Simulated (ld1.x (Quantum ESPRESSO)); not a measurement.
## What one change does to a pseudopotential (aluminium (Al), PAW)

| Item | Value |
| --- | --- |
| Element | aluminium |
| Generator | ld1.x (Quantum ESPRESSO) 7.5 |
| Type | PAW |
| Functional | Wu–Cohen |
| Relativity | non-relativistic |
| Frozen core | [Ne] |
| Valence charge | 3 |
| Reference configuration | 3s2 3p0.5 (charge +0.5) |
| Partial waves | 3s (bound): rcut 1.35, rcutus 1.90 bohr; 3s channel at 1.45 Ry: rcut 1.35, rcutus 1.90 bohr; 3p (bound): rcut 1.50, rcutus 1.80 bohr; 3p channel at 0.85 Ry: rcut 1.50, rcutus 1.80 bohr |
| Local potential | all-electron potential smoothed inside 1.85 bohr (lloc = -1) |
| Core correction | Bessel-smoothed model core inside 1.65 bohr |
| Augmentation charge | PSQ, inside the norm-conserving radii |

All-electron outer shells of the reference configuration (Wu–Cohen, non-relativistic, ld1.x):

```
shell  level (eV)  outermost node (bohr)  outermost maximum (bohr)
   3s      -11.05                   0.80                      2.06
   3p       -5.69                   0.81                      2.52
```

Change: wave 3p channel at 0.85 Ry: rcut 1.50, rcutus 1.80 bohr becomes 3p channel at 2.85 Ry: rcut 1.50, rcutus 1.80 bohr.

Cutoffs: the cutoffs (Ry, on a coarse ladder) from which the occupation-weighted sum of valence levels, in a spherical-Bessel basis at the reference potential, stays within 10 and 1 mRy of its value at 400 Ry; they do not see the model core or the augmentation charge, which bear on the density cutoff. Errors are all-electron minus pseudo energies relative to the spin-unpolarised reference configuration.

Question: What does the change do?

Answer: Both files are so soft that the ladder of cutoffs tells neither apart; the errors of the 7 common tests hardly move; the range in which the p phases agree widens (upper end 3.4 → at the end of the scan); neither file shows a bound ghost.

| quantity | base | changed |
| --- | --- | --- |
| cutoff, loose | 8 Ry | 8 Ry |
| cutoff, tight | 12 Ry | 12 Ry |
| bound ghosts | none | none |
| error for 3s2 3p1, meV [ΔE -2.08 eV] | -0.1 | 0.0 |
| error for 3s2 3p0, meV [ΔE 3.67 eV] | -0.4 | -0.4 |
| error for 3s1 3p0, meV [ΔE 22.83 eV] | -20 | -20 |
| error for 3s1 3p1, meV [ΔE 9.43 eV] | -3.8 | -3.5 |
| error for 3s0 3p3, meV [ΔE 8.27 eV] | -5.9 | -5.6 |
| error for 3s2 3p1.3, meV [ΔE -2.64 eV] | -0.1 | 0.0 |
| error for 3s1 3p2, meV [ΔE 3.02 eV] | -1.2 | -1.2 |
| s: phases at 2.05 bohr within 0.05 rad from the reference energy up to (Ry; the scan ends near 5) | to the end of the scan | to the end of the scan |
| p: phases at 2.05 bohr within 0.05 rad from the reference energy up to (Ry; the scan ends near 5) | 3.4 | to the end of the scan |
| lowest overlap eigenvalue by channel | s 0.47, p 0.78 | s 0.47, p 0.74 |
